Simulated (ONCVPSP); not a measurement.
## Before and after: ONCV potential for Rh (Z = 45)

* Element: Rh
* Generator: ONCVPSP 4.0.1
* Type: optimised norm-conserving Vanderbilt (ONCV)
* Functional: PBE
* Relativity: scalar-relativistic
* Frozen core: [Kr]
* Valence charge: 9
* Reference configuration: 4d8 5s1
* Partial waves: 5s: rc 2.25 bohr, ncon 5, nbas 8, qcut 2.7 1/bohr, 3 projectors, debl 3.5 Ha; p scattering state at 0.35 Ha: rc 2.45 bohr, ncon 4, nbas 7, qcut 2.7 1/bohr, 2 projectors, debl 2.3 Ha; 4d: rc 1.40 bohr, ncon 3, nbas 8, qcut 6.6 1/bohr, 1 projector; f scattering state at 0.08 Ha: rc 1.70 bohr, ncon 3, nbas 7, qcut 6.9 1/bohr, 3 projectors, debl 2.5 Ha
* Local potential: polynomial inside 1.05 bohr (lpopt 3, dvloc0 2 Ha)
* Core correction: Teter function fitted to the true core (icmod 2), fcfact 0.7

All-electron outer shells of the reference configuration (PBE, scalar-relativistic, ld1.x):

```
shell  level (eV)  outermost node (bohr)  outermost maximum (bohr)
   4p      -50.42                   0.47                      0.94
   4d       -5.94                   0.46                      1.14
   5s       -4.30                   1.19                      2.63
```

Change: fully relativistic.

Cutoffs: the cutoffs (Ha) at which the residual kinetic energy of the hardest occupied pseudo-wave falls to 1 and 0.1 mHa per electron; they do not see the model core or the augmentation charge, which bear on the density cutoff. Errors are all-electron minus pseudo energies relative to the spin-unpolarised reference configuration.

Task: What does the change do?

Result: The potential gets neither clearly harder nor softer (26 Ha and 123 Ha → 29 Ha and 124 Ha); both files keep a bound ghost (s); of the 4 tests that both files solve, the error grows in 0 and shrinks in 2 by more than 15 % and 0.3 meV (median size 8.5 → 6.4 meV).

| quantity | base | changed |
| --- | --- | --- |
| cutoff, loose | 26 Ha | 29 Ha |
| cutoff, tight | 123 Ha | 124 Ha |
| loose cutoff by channel | s 13 Ha, d 26 Ha | s 13 Ha, d 29 Ha |
| bound ghosts | s | s |
| GHOST(+) flags under 300 eV | p at 31.3 eV | p3/2 at 30.3 eV, p1/2 at 31.8 eV |
| error for 4d8 5s0, meV [ΔE 7.46 eV] | -2.6 | -1.0 |
| error for 4d7 5s0, meV [ΔE 26.97 eV] | -14 | -12 |
| error for 4d6 5s0, meV [ΔE 59.48 eV] | -243 | -236 |
| error for 4d8 5s0.5, meV [ΔE 2.92 eV] | -1.2 | -0.6 |
| s: phases at 2.28 bohr within 0.05 rad from the reference energy up to (Ha; the scan ends near 5) | to the end of the scan | to the end of the scan |
| rms error of d²Exc/dni dnj with the model core, mHa | 0.75 | 3.89 |

 A true bound ghost makes a file unfit for plane-wave use even where its test errors are small: the radial tests pick states by their node count and pass the ghost by.
